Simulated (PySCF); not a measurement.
Geometry:
| atom | x (Å) | y (Å) | z (Å) |
| --- | --- | --- | --- |
| C1 | 2.676 | -0.133 | -0.221 |
| C2 | 1.186 | -0.037 | -0.115 |
| C3 | 0.431 | 0.684 | -1.032 |
| C4 | -0.942 | 0.775 | -0.935 |
| C5 | -1.622 | 0.142 | 0.106 |
| N6 | -2.984 | 0.291 | 0.257 |
| C7 | -0.882 | -0.589 | 1.034 |
| C8 | 0.492 | -0.667 | 0.913 |
| Cl9 | 1.367 | -1.592 | 2.090 |
| H10 | 3.146 | 0.276 | 0.673 |
| H11 | 3.034 | 0.415 | -1.088 |
| H12 | 2.986 | -1.173 | -0.309 |
| H13 | 0.937 | 1.185 | -1.844 |
| H14 | -1.501 | 1.343 | -1.665 |
| H15 | -3.499 | 0.568 | -0.563 |
| H16 | -3.450 | -0.387 | 0.838 |
| H17 | -1.381 | -1.088 | 1.851 |

Geometry: GFN2-xTB; GIAO shifts from PySCF 2.14.0 with density-fitted response routines, gas phase, non-relativistic, averaged over equivalent atoms.

At PBE0/6-31G* (146 basis functions, 35 s wall time on 1 thread of an Arm Neoverse V1, shared host):
| atoms | δ (ppm) |
| --- | --- |
| C5 | 137.3 |
| C8 | 134.8 |
| C3 | 125.4 |
| C2 | 118.0 |
| C7 | 108.2 |
| C4 | 105.0 |
| C1 | 21.6 |
| N6 | 58.4 |
| H13 | 7.02 |
| H17 | 6.31 |
| H14 | 6.12 |
| H15/H16 | 2.74 |
| H10/H11/H12 | 2.12 |

Referencing at the same level of theory: 13C (σref 196.39) and 1H (σref 32.41) against TMS; 15N (σref 261.43) against NH3.

**Question.** What do these become at PBE0/pcSseg-1?

**Answer.** 
```json
{"atoms": "C5", "δ at PBE0/pcSseg-1": "151.3", "change": "+14.0"}
{"atoms": "C8", "δ at PBE0/pcSseg-1": "146.4", "change": "+11.6"}
{"atoms": "C3", "δ at PBE0/pcSseg-1": "136.4", "change": "+11.0"}
{"atoms": "C2", "δ at PBE0/pcSseg-1": "128.9", "change": "+10.9"}
{"atoms": "C7", "δ at PBE0/pcSseg-1": "117.8", "change": "+9.6"}
{"atoms": "C4", "δ at PBE0/pcSseg-1": "114.9", "change": "+9.9"}
{"atoms": "C1", "δ at PBE0/pcSseg-1": "22.6", "change": "+1.0"}
{"atoms": "N6", "δ at PBE0/pcSseg-1": "74.9", "change": "+16.5"}
{"atoms": "H13", "δ at PBE0/pcSseg-1": "7.25", "change": "+0.23"}
{"atoms": "H17", "δ at PBE0/pcSseg-1": "6.76", "change": "+0.45"}
{"atoms": "H14", "δ at PBE0/pcSseg-1": "6.48", "change": "+0.36"}
{"atoms": "H15/H16", "δ at PBE0/pcSseg-1": "3.33", "change": "+0.59"}
{"atoms": "H10/H11/H12", "δ at PBE0/pcSseg-1": "2.29", "change": "+0.17"}
```

Chemical shifts δ = σref − σ; 13C (σref 186.93), 1H (σref 31.72) against TMS; 15N (σref 267.73) vs NH3, all at this level.

The largest change is at N6 (aniline-type nitrogen). Cost: 200 basis functions, 38 s wall time on 1 thread of an Arm Neoverse V1, shared host. The order of the carbon signals is the same at both levels.

Carbons that carry Cl, above all several Cl atoms, come out too deshielded, partly because spin–orbit coupling is missing. Experimental scales use liquid or dissolved standards, which lie at an offset from isolated NH3 (liquid NH3: subtract about 20 ppm).
